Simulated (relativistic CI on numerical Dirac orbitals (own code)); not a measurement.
## What each ingredient does to the levels of Ge²⁸⁺

Base calculation: Dirac-Coulomb-Breit CI, orbitals from a KLI potential per configuration, model QED, unscaled Slater integrals.

CI space (outside the closed core 1s2): 2s2, 2s.2p, 2p2, 2p.3s, 2p.3p, 2s.3s, 2s.3p, 2s.3d, 2s.4s, 2s.4p, 2s.4d, 2s.4f, 3s2, 3s.3p, 3p2. Levels of other configurations are missing.

Variants: (1) configuration mixing switched off. Shifts of the energy above 2s2 1S_0, in eV, for the lowest level and the first level of each name with at least 55 % of one term (blank where a level changes its place among those of its configuration and J or its character, or is not in the variant):

```tsv
Level	Base	Δ(1)
2s2 1S_0	0.00	0.00
2s.2p 3P°_0	54.78	-8.42
2s.2p 3P°_1	62.39	-8.41
2s.2p 3P°_2	92.60	-8.42
2s.2p 1P°_1	135.07	-8.34
2p2 3P_0	154.41	-10.16
2p2 3P_1	180.60	-8.41
2p2 3P_2	189.27	-8.22
2p2 1D_2	225.51	-8.16
2p2 1S_0	258.15	-14.81
2s.3s 3S_1	1735.78	-6.81
2s.3s 1S_0	1746.79	-5.34
2s.3p 3P°_0	1762.88	-8.20
2s.3p 3P°_1	1763.16	-7.46
2s.3p 1P°_1	1773.19	-4.38
2s.3p 3P°_2	1773.91	-8.27
2s.3d 3D_1	1786.85	-7.45
2s.3d 3D_2	1788.17	-7.77
2s.3d 3D_3	1790.55	-7.96
2s.3d 1D_2	1800.16	-7.74
2p.3s 3P°_0	1805.39	-8.62
2p.3s 3P°_1	1808.95	-10.69
```

At this charge energies of transitions that change n are usually good to better than 1 %, and those within a shell (Δn = 0) to a few per cent.

Ionisation energy from the two ground configurations alone: base 3066.19 eV. The NIST ASD value (semi-empirical) is 3074 eV.

LS names give the leading component of a level, which can be under half, so a name can repeat, a term be missing and a line seem to break the LS rules.
